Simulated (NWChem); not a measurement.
Species: C3HCl2F; SMILES FC=C=C(Cl)Cl

Computed with NWChem. The geometry was optimised at PBE0/def2-SVP. Solvent water, SMD (1 M gas to 1 M solution), gas-phase geometry.

Q: Order these by “dipole in solution (D)”, lowest first: B3LYP/aug-pcseg-1; B3LYP/pcseg-1; B3LYP/def2-TZVPP; B3LYP/3-21G.

A: B3LYP/def2-TZVPP (1.83), B3LYP/aug-pcseg-1 (1.92), B3LYP/pcseg-1 (2.01), B3LYP/3-21G (2.33)
